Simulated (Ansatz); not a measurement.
`N[SiH](O)Br` + `N=[CH][GaH][OH]` → `O[SiH](O)Br` + `N=[CH][GaH][NH2]`  (redistribution)

Isolated molecules relaxed with PBE0-D4/def2-TZVP in Ansatz; ΔE leaves out vibrations. CCSD(T)/CBS is the MP2 limit (def2-TZVPP, def2-QZVPP) plus CCSD(T) − MP2 in def2-TZVPP, frozen cores. DFT in def2-TZVPP. For Br, Ga outer-core shells are correlated without core-valence functions, which leaves a few kJ/mol of doubt a bond. Scalar relativity is left out up to krypton. One conformer a species, not always the lowest.

| species | B97M-V energy (Eh) |
| --- | --- |
| `N[SiH](O)Br` | -2995.67043 |
| `N=[CH][GaH][OH]` | -2095.00346 |
| `O[SiH](O)Br` | -3015.55419 |
| `N=[CH][GaH][NH2]` | -2075.13084 |

Work out ΔE.

ΔE = (-3015.55419) + (-2075.13084) − (-2995.67043) − (-2095.00346) = -0.01114 Eh = -7.0 kcal/mol. CCSD(T)/CBS gives -8.3 kcal/mol.

Largest T1 diagnostic among the species: 0.015.

From PBE to PBE0 (25 % exact exchange), in def2-TZVPP and without D4, ΔE moves by −0.8 kcal/mol. Leaving LDA and LC-ωPBE aside and taking each functional with its dispersion term where it has one, the values, not all of them listed here, spread over 1.8 kcal/mol, from BHLYP-D4 to revPBE-D4. LDA lies −1.4 kcal/mol from PBE without D4.
